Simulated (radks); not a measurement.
Values are calculated unless marked as measured or tabulated.
Ionisation of W+, [Xe] 4f14 5d4 6s1, to W2+, [Xe] 4f14 5d4, under several functionals. Dirac Kohn-Sham, spin-unpolarised, spherical densities, point nucleus; open shells fill j = l - 1/2 first; a radial shooting solver on a logarithmic mesh with Libxc functionals.

| functional | E(W+) (hartree) | Exc (hartree) | IE (eV) | -e(HOMO) (eV) | <r> HOMO (bohr) | IE error (eV) |
|---|---|---|---|---|---|---|
| XLYP | -16167.5220 | -326.8297 | 15.650 | 11.825 | 1.949 | -0.720 |
| PW91 | -16167.2530 | -326.5755 | 15.608 | 11.977 | 1.939 | -0.762 |
| exchange-only LDA | -16148.5588 | -307.6851 | 14.829 | 10.913 | 1.963 | -1.541 |
| SOGGA | -16160.2778 | -319.5298 | 15.416 | 11.842 | 1.937 | -0.954 |
| Wu-Cohen GGA | -16164.4718 | -323.7672 | 15.550 | 11.962 | 1.938 | -0.820 |
| PBE | -16165.6151 | -324.9169 | 15.542 | 11.906 | 1.940 | -0.828 |
| LDA (Slater exchange, Perdew-Zunger correlation) | -16156.1597 | -315.3762 | 15.886 | 12.180 | 1.940 | -0.484 |

NIST Atomic Spectra Database: 16.4 eV (semi-empirical). Closest: LDA (Slater exchange, Perdew-Zunger correlation). The Delta-SCF values span 1.06 eV, the total energies 18.96 hartree. The highest occupied level is 5d3/2. Spin polarisation and multiplet splitting are left out, so open shells lie too high by an amount that depends on their filling.

Beside tabulated values, note that spin-unpolarised runs miss the spin-polarisation part of the exchange energy of open shells.
